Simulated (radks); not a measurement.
Question: The holmium ion Ho51+, configuration [Ne] 3s2 3p4. Calculated with a radial shooting solver on a logarithmic mesh with Libxc functionals: scalar-relativistic Kohn-Sham, LB94 model potential, spin-polarised, spherical densities, finite nucleus; open shells are filled with parallel spins first (spin-orbit coupling, left out, can overturn this in heavy ions); Fermi nuclear charge, rms radius 5.2022 fm. Some entries of the table are withheld. Estimate them.

orbital,occ.,eigenvalue (eV),r(max) (bohr)
1s up,1,-59320.53,0.01311
1s down,1,-59320.47,0.01311
2s up,1,-12843.89,0.07420
2s down,1,-12842.00,0.07423
2p up,3,-11811.12,0.06019
2p down,3,-11806.58,0.06022
3s up,1,-5072.490,0.2005
3s down,1,-5060.324,0.2003
3p up,3,(1),0.1947
3p down,1,(2),0.1944
3d up,0,-4454.670,(3)
3d down,0,-4449.755,(4)
4s up,0,-2698.352,(5)
4s down,0,-2692.287,(6)

Answer: 
(1) 3p up eigenvalue (eV): -4761.368
(2) 3p down eigenvalue (eV): -4750.341
(3) 3d up r(max) (bohr): 0.1538
(4) 3d down r(max) (bohr): 0.1532
(5) 4s up r(max) (bohr): 0.3992
(6) 4s down r(max) (bohr): 0.3995
